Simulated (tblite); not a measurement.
Input of a run (GFN2-xTB geometry optimisation, gas phase (tblite 0.8.0)), started from a force field or distance geometry:
```
{"job": {"kind": "relax", "xc": "GFN2-xTB", "basis": "xTB"}, "charge": 0, "multiplicity": 1}
C     -2.482400     1.759000     0.788100
C     -2.536600     0.503300     0.335700
Si    -1.347900    -0.853300     0.802700
C     -0.016200    -1.140900    -0.540700
C      0.947100    -2.286200    -0.140800
Cl    -0.936100    -1.685200    -2.014800
C      0.766400     0.133600    -0.906800
O      1.637900     0.525700     0.172700
C      2.365900     1.697300    -0.147000
H     -3.238900     2.483700     0.469300
H     -1.735500     2.110700     1.482900
H     -3.314500     0.186500    -0.342400
H     -0.731800    -0.517300     2.114400
H     -2.134800    -2.097200     1.010300
H      0.414500    -3.219900     0.029100
H      1.499100    -2.050700     0.781400
H      1.685600    -2.459100    -0.937600
H      0.087800     0.955100    -1.142600
H      1.387200    -0.056100    -1.781900
H      1.682700     2.538700    -0.316900
H      2.987800     1.543300    -1.023200
H      3.002200     1.948600     0.703100
```

Output (eV, eV/Å):
```
step      E/eV     max force
  0    -809.99740    1.067
  1    -810.05829    0.562
  2    -810.08955    0.521
  3    -810.10902    0.382
  4    -810.12899    0.315
  5    -810.13745    0.184
  6    -810.14291    0.164
  7    -810.14691    0.180
  8    -810.15031    0.155
  9    -810.15303    0.130
 10    -810.15524    0.097
 11    -810.15716    0.090
 12    -810.15900    0.101
 13    -810.16070    0.109
 14    -810.16223    0.099
 15    -810.16371    0.084
 16    -810.16530    0.101
 17    -810.16704    0.100
 18    -810.16880    0.102
 19    -810.17052    0.103
 20    -810.17220    0.106
 21    -810.17381    0.107
 22    -810.17540    0.100
 23    -810.17708    0.102
 24    -810.17900    0.127
 25    -810.18106    0.145
 26    -810.18298    0.127
 27    -810.18470    0.087
 28    -810.18644    0.091
 29    -810.18824    0.095
 30    -810.18993    0.088
 31    -810.19134    0.090
 32    -810.19251    0.084
 33    -810.19354    0.083
 34    -810.19442    0.082
 35    -810.19508    0.051
 36    -810.19565    0.057
 37    -810.19631    0.064
 38    -810.19713    0.087
 39    -810.19803    0.074
 40    -810.19893    0.070
 41    -810.19986    0.074
 42    -810.20083    0.082
 43    -810.20174    0.079
 44    -810.20239    0.043
 45    -810.20287    0.047
 46    -810.20339    0.053
 47    -810.20407    0.077
 48    -810.20476    0.065
 49    -810.20533    0.049
 50    -810.20582    0.052
 51    -810.20641    0.071
 52    -810.20719    0.079
 53    -810.20802    0.076
 54    -810.20869    0.079
 55    -810.20927    0.068
 56    -810.20990    0.065
 57    -810.21061    0.059
 58    -810.21120    0.055
 59    -810.21162    0.068
 60    -810.21202    0.042
 61    -810.21262    0.044
 62    -810.21308    0.046
 63    -810.21368    0.052
 64    -810.21420    0.045
 65    -810.21478    0.047
 66    -810.21539    0.051
 67    -810.21606    0.077
 68    -810.21671    0.083
 69    -810.21728    0.083
 70    -810.21775    0.048
 71    -810.21815    0.041
 72    -810.21850    0.048
 73    -810.21900    0.058
 74    -810.21960    0.065
 75    -810.22016    0.061
 76    -810.22061    0.041
 77    -810.22104    0.045
 78    -810.22157    0.055
 79    -810.22222    0.069
 80    -810.22286    0.067
 81    -810.22341    0.069
 82    -810.22390    0.070
 83    -810.22454    0.060
 84    -810.22541    0.070
 85    -810.22603    0.067
 86    -810.22665    0.054
 87    -810.22728    0.057
 88    -810.22817    0.079
 89    -810.22911    0.083
 90    -810.22991    0.073
 91    -810.23047    0.057
 92    -810.23097    0.047
 93    -810.23145    0.052
 94    -810.23215    0.066
 95    -810.23270    0.059
 96    -810.23319    0.053
 97    -810.23375    0.059
 98    -810.23450    0.069
 99    -810.23531    0.069
100    -810.23593    0.130
101    -810.23659    0.052
102    -810.23714    0.041
103    -810.23757    0.033
104    -810.23775    0.030
105    -810.23800    0.031
106    -810.23827    0.044
107    -810.23852    0.043
108    -810.23880    0.035
109    -810.23911    0.033
110    -810.23952    0.060
111    -810.24012    0.082
112    -810.24090    0.070
113    -810.24163    0.053
114    -810.24218    0.052
115    -810.24264    0.057
116    -810.24313    0.061
117    -810.24367    0.054
118    -810.24417    0.047
119    -810.24460    0.047
120    -810.24503    0.044
121    -810.24554    0.043
122    -810.24613    0.073
123    -810.24668    0.053
124    -810.24709    0.031
125    -810.24730    0.027
126    -810.24750    0.028
127    -810.24766    0.025
128    -810.24777    0.023
129    -810.24785    0.022
130    -810.24792    0.023
131    -810.24800    0.020
132    -810.24808    0.023
133    -810.24814    0.017
134    -810.24818    0.014
135    -810.24821    0.015
136    -810.24825    0.017
137    -810.24830    0.018
138    -810.24835    0.020
139    -810.24840    0.022
140    -810.24845    0.023
141    -810.24850    0.018
142    -810.24855    0.014
143    -810.24859    0.017
144    -810.24863    0.019
145    -810.24867    0.015
146    -810.24871    0.015
147    -810.24875    0.013
148    -810.24879    0.016
149    -810.24883    0.017
150    -810.24886    0.011
151    -810.24889    0.011
152    -810.24891    0.011
153    -810.24893    0.012
154    -810.24895    0.014
155    -810.24899    0.016
156    -810.24902    0.013
157    -810.24905    0.012
158    -810.24907    0.012
159    -810.24909    0.007
```

Problem. Summarise the run.

Solution. The energy falls by 5.8 kcal/mol over 159 L-BFGS steps, the largest force on an atom goes from 1.07 to 0.007 eV/Å, and the atoms move by 0.580 Å rms after alignment. The bond that changes most is C4–C5 (sp3 C–Cl carbon to methyl carbon), which shortens by 0.035 Å. Bonds longer at the end by more than 0.005 Å: 6 of 21; shorter: 11. Among the angles that change most is Si3–C4–C7, from 113.3° to 106.9°. Among the dihedrals that turn most is Si3–C4–C7–O8, from 71° to 40°. The energy never rose by more than 1e-5 eV on the way. The first step brought 24 % of the lowering.

Problem. What are the final bond lengths?

Solution. C1=C2 1.323 Å, C2–Si3 1.880 Å, Si3–C4 1.926 Å, C4–C5 1.514 Å, C4–Cl6 1.795 Å, C4–C7 1.518 Å, C7–O8 1.410 Å, O8–C9 1.403 Å, C1–H10 1.080 Å, C1–H11 1.077 Å, C2–H12 1.085 Å, Si3–H13 1.459 Å, Si3–H14 1.471 Å, C5–H15 1.087 Å, C5–H16 1.088 Å, C5–H17 1.090 Å, C7–H18 1.099 Å, C7–H19 1.101 Å, C9–H20 1.097 Å, C9–H21 1.096 Å, C9–H22 1.088 Å. Numbering counts from 1 in the input's order; the species is `C=C[SiH2][C@@](C)(Cl)COC`.

Its GFN2-xTB frequencies are all real (lowest 40 cm⁻¹). The numbers are those of one conformer.

The numbers are calculated, not measured.
